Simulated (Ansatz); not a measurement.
`BN(CC)[SiH2]Cl`, charge 0, multiplicity 1.

**Question.** Give a relaxed structure at PBE0-D4/def2-TZVP (the Gaussian-basis code of Ansatz). (Best estimate.)

**Answer.** Ansatz gave: 
Z-matrix (Å, degrees):
```
C
N 1 1.469
C 1 1.516 2 112.3
H 1 1.092 2 108.0 3 121.7
H 1 1.095 2 109.2 3 -122.7
B 2 1.400 1 121.2 3 -91.6
Si 2 1.734 1 117.6 3 89.6
H 3 1.092 1 111.3 2 -59.5
H 3 1.092 1 110.5 2 -179.6
H 3 1.092 1 110.4 2 60.6
H 6 1.197 2 119.3 1 179.6
H 6 1.199 2 119.2 1 -0.5
Cl 7 2.059 2 110.1 1 69.1
H 7 1.481 2 110.2 1 -46.9
H 7 1.474 2 109.5 1 -171.4
```
This is one stationary point; other conformers may exist.
